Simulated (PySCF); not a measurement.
Cartesian coordinates in Å; atom numbers follow the order of the lines, from 1:
```xyz
14

N     2.1149   -1.3839    0.2019
Si    0.8803   -0.5897   -0.7225
Si    0.3797    1.6889   -0.2900
Si   -1.7489    1.0482    0.4875
Si   -1.2609   -1.2121    0.0402
H     3.0816   -1.2080   -0.0212
H     2.0111   -1.4383    1.2019
H     1.3221   -0.9202   -2.0876
H     1.2319    2.3893    0.6867
H     0.4034    2.6126   -1.4332
H    -2.9012    1.6217   -0.2215
H    -2.0423    1.3789    1.8898
H    -1.3336   -2.1266    1.1899
H    -2.1389   -1.8613   -0.9441
```

Geometry: GFN2-xTB; GIAO absolute shieldings from PySCF, gas phase, non-relativistic, averaged over equivalent atoms.

At PBE0/pcSseg-1 (158 basis functions, 13 s wall time on 1 thread of an x86-64 server CPU, shared host):
| atoms | σ (ppm) |
| --- | --- |
| N1 | 258.4 |
| Si2 | 358.0 |
| Si3/Si5 | 434.6 |
| Si4 | 463.1 |
| H8 | 25.75 |
| H9/H13 | 27.54 |
| H10/H14 | 27.55 |
| H12 | 27.82 |
| H11 | 27.92 |
| H6/H7 | 31.85 |

Estimate the result of repeating the calculation with PBE/pcSseg-1.

Answers


| atoms | σ at PBE/pcSseg-1 | change |
| --- | --- | --- |
| N1 | 250.5 | -7.9 |
| Si2 | 340.8 | -17.2 |
| Si3/Si5 | 420.0 | -14.6 |
| Si4 | 451.0 | -12.1 |
| H8 | 25.43 | -0.32 |
| H9/H13 | 27.31 | -0.23 |
| H10/H14 | 27.29 | -0.26 |
| H12 | 27.62 | -0.20 |
| H11 | 27.73 | -0.19 |
| H6/H7 | 31.78 | -0.07 |

The largest change is at Si2 (silicon bonded to N, 2 Si, H, in a 4-membered ring). Cost: 158 basis functions, roughly 70 core-seconds.
